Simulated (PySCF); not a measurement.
IO: everyday levels beside a composite calculation

PySCF; the state is a doublet (π ↑). The composite is CCSD(T) extrapolated to the basis-set limit from two correlation-consistent sets, with core-valence (CV) and scalar-relativistic (SR) terms as its label shows; it has no spin–orbit coupling and nothing beyond (T). Here it is CCSD(T)/CBS(TQ). It gives Re = 1.887 Å, ωe = 671 cm⁻¹ and De = 2.44 eV to I + O.

| level | basis | relativity | Re (Å) | ωe (cm⁻¹) | De (eV) |
| --- | --- | --- | --- | --- | --- |
| UHF-CCSD(T) | def2-TZVPP | scalar-relativistic core potentials | 1.882 | 666 | 2.23 |
| PBE | cc-pVDZ-PP/cc-pVDZ | scalar-relativistic core potentials | 1.951 | 635 | 2.78 |
| PBE | x2c-SVPall | spin-free X2C | 1.937 | 650 | 2.89 |
| PBEsol | cc-pVDZ-PP/cc-pVDZ | scalar-relativistic core potentials | 1.935 | 659 | 3.07 |
| PBEsol | cc-pVTZ-PP/cc-pVTZ | scalar-relativistic core potentials | 1.888 | 702 | 3.43 |
| r²SCANh | x2c-SVPall | spin-free X2C | 1.930 | 644 | 2.14 |
| PBE0 | cc-pVDZ-PP/cc-pVDZ | scalar-relativistic core potentials | 1.937 | 638 | 2.07 |
| B97-3 | cc-pVTZ-PP/cc-pVTZ | scalar-relativistic core potentials | 1.885 | 688 | 2.41 |
| B97-3 | def2-TZVPP | scalar-relativistic core potentials | 1.869 | 696 | 2.48 |
| BHandHLYP | aug-cc-pVDZ-PP/aug-cc-pVDZ | scalar-relativistic core potentials | 1.926 | 640 | 1.64 |

Task: Give the difference of each row from the composite.

Result: 

```csv
level,basis,ΔRe (pm),Δωe (%),ΔDe (eV)
UHF-CCSD(T),def2-TZVPP,-0.5,-0.7,-0.21
PBE,cc-pVDZ-PP/cc-pVDZ,+6.4,-5.4,+0.34
PBE,x2c-SVPall,+5.0,-3.1,+0.45
PBEsol,cc-pVDZ-PP/cc-pVDZ,+4.8,-1.8,+0.63
PBEsol,cc-pVTZ-PP/cc-pVTZ,+0.1,+4.6,+0.99
r²SCANh,x2c-SVPall,+4.3,-4.0,-0.30
PBE0,cc-pVDZ-PP/cc-pVDZ,+5.0,-4.9,-0.37
B97-3,cc-pVTZ-PP/cc-pVTZ,-0.2,+2.5,-0.03
B97-3,def2-TZVPP,-1.8,+3.7,+0.04
BHandHLYP,aug-cc-pVDZ-PP/aug-cc-pVDZ,+3.9,-4.6,-0.80
```

Task: Which rows come closest in De?

Result: B97-3 in cc-pVTZ-PP/cc-pVTZ (-0.03 eV); B97-3 in def2-TZVPP (+0.04 eV), counted from the composite.

Correlated steps freeze the inner cores (5 to 10 orbitals); shallow outer-core shells are correlated. Spin–orbit coupling is left out, which matters for elements this heavy, above all for dissociation energies. The CCSD T1 diagnostic is raised in IO, a sign that a single reference may not be enough there. The state is the lowest determinant that a PBE0 search found; another state may lie lower at other levels.
